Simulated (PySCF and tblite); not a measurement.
Results of a calculation; reference values are marked as such.
C₉H₁₂, numbered as in [CH:1]#[C:2][C@H:3]1[C@H:4]2[CH2:5][CH2:6][CH2:7][CH2:8][C@@H:9]12.

Search: ETKDG and KDG, MMFF94s, GFN2-xTB, 60 starts; geometries at GFN2-xTB. Weights use PBE0-D3(BJ)/pcSseg-1 (IEF-PCM, cyclohexane) energies plus GFN2-xTB zero-point and thermal terms (modes under about 100 cm⁻¹ blended into free rotors). Symmetry numbers and mirror images are counted. Conformers within 3 kcal/mol (GFN2-xTB free energy) were kept, 5 at most. GIAO shieldings: PBE0/pcSseg-1 (IEF-PCM, cyclohexane). Shifts are against TMS (¹H), TMS (¹³C) at the same level; of two unlike H on one atom, a is the less shielded. Codes: tblite and PySCF.

Task: What shifts does this protocol give at 298.15 K under fast conformational exchange?

Result: ¹H: 1.95 (H5a/H8a, 2H), 1.88 (H5b/H8b, 2H), 1.61 (H3, 1H), 1.57 (H1, 1H), 1.55 (H6a/H7a, 2H), 1.21 (H4/H9, 2H), 1.17 (H6b/H7b, 2H) ppm. ¹³C: 90.7 (C2), 78.6 (C1), 25.7 (C6/C7), 24.3 (C5/C8), 18.9 (C4/C9), 12.4 (C3) ppm.

Task: How do the conformers differ?

Result: The 6-ring runs over atoms 4–5–6–7–8–9. Of a mirror pair one member is shown.
```json
{"conformer": "1", "shape": "6-ring half-chair (ring torsions -55, 68, -45, 13, -2, 23°)", "weight %": "99.6"}
{"conformer": "2", "shape": "6-ring boat (ring torsions -51, 0, 51, -52, 0, 52°)", "weight %": "0.4"}
```

| signal | 1 | 2 | average |
| --- | --- | --- | --- |
| H1 | 1.58 | 1.41 | 1.57 |
| H3 | 1.61 | 1.55 | 1.61 |
| H4/H9 | 1.21 | 1.06 | 1.21 |
| H5a/H8a | 1.95 | 1.72 | 1.95 |
| H5b/H8b | 1.89 | 1.20 | 1.88 |
| H6a/H7a | 1.55 | 1.64 | 1.55 |
| H6b/H7b | 1.17 | 1.50 | 1.17 |
| C1 | 78.6 | 75.4 | 78.6 |
| C2 | 90.7 | 89.1 | 90.7 |
| C3 | 12.4 | 11.4 | 12.4 |
| C4/C9 | 18.9 | 19.2 | 18.9 |
| C5/C8 | 24.3 | 20.6 | 24.3 |
| C6/C7 | 25.7 | 21.6 | 25.7 |

Shifts are unscaled: against experiment ¹³C can be off by 15 ppm or more and ¹H by 0.8 ppm.
